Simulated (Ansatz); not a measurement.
`[CH3][Ga]([NH2])[SH]`. Total charge 0; spin multiplicity 1.

```tsv
atom	x (Å)	y (Å)	z (Å)
C1	1.310	-1.011	0.644
Ga2	0.027	0.300	-0.031
N3	-1.633	-0.153	-0.609
S4	0.550	2.449	-0.124
H5	2.246	-0.532	0.929
H6	0.902	-1.526	1.516
H7	1.522	-1.762	-0.120
H8	-2.311	0.500	-0.960
H9	-1.980	-1.096	-0.613
H10	-0.632	2.832	-0.631
```

(1) What are the harmonic wavenumbers in cm⁻¹ at PBE0-D4/def2-TZVP (Ansatz, finite differences of forces, unscaled)? (Best estimate.)

## Answers

(1) Computed: 38i, 120, 128, 162, 195, 233, 375, 391, 584, 644, 701, 720, 727, 777, 1232, 1450, 1453, 1562, 2716, 3061, 3143, 3160, 3620, 3727.
